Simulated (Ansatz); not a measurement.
```xyz
10

C    -0.943    1.105    0.371
C    -0.495   -0.022   -0.512
O    -1.108   -0.352   -1.501
Si    1.115   -1.022   -0.105
H    -0.155    1.862    0.431
H    -1.864    1.549   -0.009
H    -1.094    0.736    1.391
H     0.724   -2.441    0.080
H     1.792   -0.525    1.123
H     2.028   -0.891   -1.268
```

The species carries charge 0 and has multiplicity 1.

Task: List the r2SCAN/def2-TZVPP orbital energies in eV (Ansatz 0.2.0). (An estimate is asked.)

Result: Ansatz gave: Occupied: -1791.08, -515.88, -275.52, -273.40, -141.58, -96.44, -96.43, -96.42, -27.74, -19.69, -15.16, -13.16, -11.55, -11.50, -11.20, -9.62, -9.60, -8.89, -8.83, -5.77. Lowest empty: -2.18, 0.15, 0.87, 0.99, 1.40, 2.10, 2.65, 3.45.
